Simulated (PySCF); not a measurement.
How methods differ on the excitation energy of Br

Br [Ar] 3d10 4s2 4p5 (2P) → Br [Ar] 3d10 4s1 4p5 5s1 (4P), as a difference of total energies. Computed with PySCF 2.14 in aug-cc-pVQZ-PP with one added diffuse shell each of s, p, d, f, g type with ECP10MDF (8s7p6d4f3g, 114 functions), with scalar relativity through the core potential. Correlated levels: valence: 3s2 3p6 3d10 frozen. The calculations carry no spin-orbit coupling.

```json
{"method": "UHF", "excitation energy (eV)": "21.346"}
{"method": "LDA", "excitation energy (eV)": "20.796"}
{"method": "PBE", "excitation energy (eV)": "20.518"}
{"method": "PBE0", "excitation energy (eV)": "20.978"}
{"method": "r2SCAN", "excitation energy (eV)": "21.019"}
{"method": "r2SCAN0", "excitation energy (eV)": "21.265"}
{"method": "B97-3", "excitation energy (eV)": "21.148"}
{"method": "BHandHLYP", "excitation energy (eV)": "21.468"}
{"method": "MP2 (valence)", "excitation energy (eV)": "17.228"}
{"method": "SCS-MP2 (valence)", "excitation energy (eV)": "16.453"}
```

Question: How much does correlation contribute at MP2 (valence)?

Answer: 17.228 − (21.346) = -4.118 eV, measured against UHF.

The upper state lies above the first ionisation limit, where it may autoionise and the basis confines it. A Rydberg-like electron needs more diffuse functions than a valence basis has.

The promoted electron is Rydberg-like, and one or two diffuse shells describe it only roughly, which tends to raise the upper state.
